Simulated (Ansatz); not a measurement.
Geometry optimisation, RKS B3LYP-D4/STO-3G (Ansatz).

input.yaml

```yaml
crystal:
  periodic: [false, false, false]
  atoms:
    - { symbol: Si, position_ang: [0.0, 0.0, 0.0] }
    - { symbol: "N", position_ang: [0.0, 0.0, 1.82] }
    - { symbol: C, position_ang: [-1.2162, -0.3762, 2.555] }
    - { symbol: H, position_ang: [-1.8642, -0.9999, 1.9045] }
    - { symbol: H, position_ang: [-0.9378, -0.9533, 3.4614] }
    - { symbol: H, position_ang: [-1.7663, 0.5401, 2.8549] }
    - { symbol: C, position_ang: [1.2162, 0.3762, 2.555] }
    - { symbol: H, position_ang: [1.4641, -0.4163, 3.2916] }
    - { symbol: H, position_ang: [2.0585, 0.4943, 1.8418] }
    - { symbol: H, position_ang: [1.0457, 1.3351, 3.0874] }
    - { symbol: C, position_ang: [1.7634, 0.0, -0.6227] }
    - { symbol: H, position_ang: [2.1111, -1.0463, -0.7509] }
    - { symbol: H, position_ang: [1.8119, 0.5276, -1.5981] }
    - { symbol: H, position_ang: [2.4154, 0.5187, 0.1108] }
    - { symbol: O, position_ang: [-0.7913, 1.3709, -0.5594] }
    - { symbol: Si, position_ang: [-2.4002, 1.4263, -1.0396] }
    - { symbol: H, position_ang: [-3.2124, 0.6421, -0.1138] }
    - { symbol: H, position_ang: [-2.862, 2.8114, -1.0378] }
    - { symbol: H, position_ang: [-2.5267, 0.8736, -2.385] }
    - { symbol: O, position_ang: [-0.7913, -1.3709, -0.5594] }
    - { symbol: H, position_ang: [-1.2459, -1.8365, 0.2129] }
basis:
  gaussian: { orbitals: STO-3G }
hamiltonian:
  xc: b3lyp
  dispersion: d4
relax:
  f_tol: 0.02
  max_steps: 40
output:
  orbitals: {}
```

Run as:

```bash
$ ansatz run input.yaml --threads 1 --pin off --max-ram 2048MiB --backend cpu --events-out ev --progress --plain --runs-dir out
```

Problem. Where does it end, and by what steps?

Solution. The forces met the threshold. Limits of this set-up: minimal basis. After 12 steps the energy has fallen by 0.500 eV; H14 moved furthest, 0.68 Å.

| step | energy less start (eV) | largest force component (eV/Å) | accepted |
| --- | --- | --- | --- |
| 0 | 0.0000 | 3.484 | yes |
| 1 | -0.2955 | 1.088 | yes |
| 2 | -0.3594 | 0.276 | yes |
| 3 | -0.3850 | 1.087 | yes |
| 4 | -0.4363 | 0.593 | yes |
| 5 | -0.4673 | 0.202 | yes |
| 6 | -0.4506 | 0.442 | no |
| 7 | -0.4817 | 0.163 | yes |
| 8 | -0.4920 | 0.059 | yes |
| 9 | -0.4924 | 0.513 | yes |
| 10 | -0.4987 | 0.069 | yes |
| 11 | -0.4990 | 0.105 | yes |
| 12 | -0.4998 | 0.017 | yes |

```xyz
21
Properties=species:S:1:pos:R:3
Si 0.004 -0.004 0.020
N 0.078 -0.370 1.747
C -1.222 -0.286 2.485
H -2.021 -0.748 1.878
H -1.152 -0.839 3.441
H -1.533 0.754 2.725
C 1.184 0.214 2.566
H 1.251 -0.317 3.535
H 2.145 0.088 2.041
H 1.052 1.296 2.789
C 1.753 0.083 -0.649
H 2.359 -0.764 -0.304
H 1.746 0.066 -1.746
H 2.253 1.007 -0.336
O -0.783 1.428 -0.360
Si -2.396 1.368 -0.882
H -3.266 0.630 0.013
H -2.842 2.743 -0.914
H -2.530 0.815 -2.215
O -0.985 -1.204 -0.683
H -0.824 -2.043 -0.125
```

Whether the end is a true minimum wasn't checked by a vibrational analysis.

Run time: 98 s on 1 thread of Arm Neoverse V2 (shared host), peak memory 0.18 GiB.
